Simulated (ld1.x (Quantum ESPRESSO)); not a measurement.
**Before and after: TM potential for zinc (Zn)**

```json
{
 "Element": "zinc",
 "Generator": "ld1.x (Quantum ESPRESSO) 7.5",
 "Type": "norm-conserving Troullier–Martins (Kleinman–Bylander form)",
 "Functional": "PBE",
 "Relativity": "scalar-relativistic",
 "Frozen core": "[Ar]",
 "Valence charge": "12",
 "Reference configuration": "3d10 4s1.75 4p0.25",
 "Partial waves": "4p (bound): rc 3.25 bohr; 3d (bound): rc 1.40 bohr; 4s (bound): rc 1.55 bohr",
 "Local potential": "the s channel",
 "Core correction": "none"
}
```

All-electron outer shells of the reference configuration (PBE, scalar-relativistic, ld1.x):

```csv
shell,level (eV),outermost node (bohr),outermost maximum (bohr)
3s,-129.85,0.28,0.59
3p,-84.02,0.25,0.59
3d,-10.75,–,0.57
4s,-6.38,0.85,2.09
4p,-1.41,0.92,3.04
```

Change: wave 4s (bound): rc 1.55 bohr becomes 4s (bound): rc 1.20 bohr.

Cutoffs: the cutoffs (Ry, on a coarse ladder) from which the occupation-weighted sum of valence levels, in a spherical-Bessel basis at the reference potential, stays within 10 and 1 mRy of its value at 400 Ry; they do not see the model core or the augmentation charge, which bear on the density cutoff. Errors are all-electron minus pseudo energies relative to the spin-unpolarised reference configuration.

**Question.** Predict the effect on cutoff, ghosts and configuration errors.

**Answer.** The potential gets neither clearly harder nor softer (140 Ry and 260 Ry → 160 Ry and 260 Ry); a bound ghost appears in p, which as a rule spoils a file; of the 7 tests that both files solve, the error grows in 3 and shrinks in 2 by more than 15 % and 0.3 meV (median size 21.0 → 9.5 meV).

| quantity | base | changed |
| --- | --- | --- |
| cutoff, loose | 140 Ry | 160 Ry |
| cutoff, tight | 260 Ry | 260 Ry |
| loose cutoff by channel (10 mRy a level) | p 6 Ry, d 120 Ry, s 10 Ry | p 6 Ry, d 120 Ry, s 90 Ry |
| bound ghosts | none | p |
| error for 3d10 4s2 4p0, meV [ΔE -1.23 eV] | +0.4 | +0.6 |
| error for 3d10 4s1 4p0, meV [ΔE 8.66 eV] | +2.4 | +9.5 |
| error for 3d10 4s0 4p0, meV [ΔE 27.10 eV] | +42 | +47 |
| error for 3d9 4s2 4p1, meV [ΔE 11.02 eV] | -325 | +703 |
| error for 3d10 4s1 4p1, meV [ΔE 3.86 eV] | +3.0 | +4.5 |
| error for 3d10 4s0 4p2, meV [ΔE 9.33 eV] | +21 | +1.5 |
| error for 3d10 4s0 4p1, meV [ΔE 14.98 eV] | +25 | +11 |
| s: phases at 3.55 bohr within 0.05 rad from the reference energy up to (Ry; the scan ends near 5) | 1.1 | 0.3 |
| p: phases at 3.55 bohr within 0.05 rad from the reference energy up to (Ry; the scan ends near 5) | 2.1 | 1.9 |
| d: phases at 3.55 bohr within 0.05 rad from the reference energy up to (Ry; the scan ends near 5) | n/a | n/a |

Changed file: These tests converged, but a pseudo level misses the all-electron one widely, so the file describes the atom poorly there or has found another state: 3d9 4s2 4p1: 3d by 2.4 eV (a node warning on the way). A true bound ghost makes a file unfit for plane-wave use even where its test errors are small: the radial tests pick states by their node count and pass the ghost by.
